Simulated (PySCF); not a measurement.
Structure with atom numbers: `[CH2:1]=[C:2]([CH3:3])/[CH:4]=[CH:5]\[N:6]([SiH3:7])[SiH2:8][F:9]` (H(Xn): hydrogen on atom n). Ha(C1) is cis to C3; Hb(C1) is trans to C3.

Level of theory: GIAO PBE0/pcSseg-1 shieldings, coordinates at the GFN2-xTB level, in PySCF 2.14.0 with density-fitted response routines (a single conformation, no solvent model, rapidly exchanging positions averaged, non-relativistic Hamiltonian).

References, each an isolated molecule treated in the same way: 13C, 1H, 29Si against TMS; NH3 for 15N; 19F vs CFCl3.

| atoms | nucleus | count | Hirshfeld charge | δ (ppm) |
| --- | --- | --- | --- | --- |
| C4 | 13C | 1 | -0.07 | 123.5 |
| H(Si7) | 1H | 3 | -0.07 | 4.73 |
| C3 | 13C | 1 | -0.12 | 25.3 |
| Hb(C1) | 1H | 1 | 0.04 | 5.37 |
| N6 | 15N | 1 | -0.24 | 68.6 |
| Si8 | 29Si | 1 | 0.43 | ? |
| F9 | 19F | 1 | -0.21 | -179.9 |
| Ha(C1) | 1H | 1 | 0.05 | ? |
| C2 | 13C | 1 | 0.01 | ? |
| C1 | 13C | 1 | -0.10 | 129.4 |
| H(C5) | 1H | 1 | 0.05 | 6.01 |
| Si7 | 29Si | 1 | 0.36 | ? |
| H(C3) | 1H | 3 | 0.04 | 2.02 |
| H(Si8) | 1H | 2 | -0.08 | 5.05 |
| C5 | 13C | 1 | 0.00 | ? |
| H(C4) | 1H | 1 | 0.05 | 6.04 |

Problem. Fill in the missing shifts.

Solution. 
- C2: 150.5 ppm, fully substituted alkene carbon; as expected for a trigonal carbon in a double bond
- C5: 142.6 ppm, alkene carbon bearing nitrogen; an sp2 carbon further deshielded by the attached heteroatom
- Ha(C1): 5.65 ppm, hydrogen on a terminal =CH2 carbon; olefinic region
- Si8: -19.9 ppm, silicon bonded to F, N, 2 H
- Si7: -54.9 ppm, silicon bonded to N, 3 H

Shifts are as computed. Against solution values, carbons near 30 ppm lie about +3 ppm off and those near 130 ppm about +5 ppm. Of 1211 compounds with measured shifts, 218 miss one by over three times the rms of a fit or turn the order of signals round; such compounds aren't used in these exercises. Unscaled 19F shifts against computed CFCl3 carry errors that often reach 10 to 50 ppm. Experimental scales use liquid or dissolved standards, which lie at an offset from isolated NH3 (liquid NH3: subtract about 20 ppm).
